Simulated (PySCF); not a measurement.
## Electron correlation in Cd (cadmium, neutral)

[Kr] 4d10 5s2, closed-shell 1S. Calculation: PySCF 2.14, in x2c-TZVPPall with one added diffuse shell each of s, p, d, f type (9s7p7d3f1g, 95 functions); scalar relativity by spin-free X2C-1e. Frozen: [Kr]; 12 electrons correlated.

| level | correlation energy (mhartree) |
| --- | --- |
| CCSD | -418.14 |
| (T) | -15.52 |
| CCSD(T) | -433.66 |

Diagnostics: T1 = 0.019, D1 = 0.0647, largest double amplitude 0.054.

Q: Is a single reference adequate?

A: Yes, within this model without spin-orbit coupling: T1 lies below 0.03 and no double amplitude reaches 0.07.
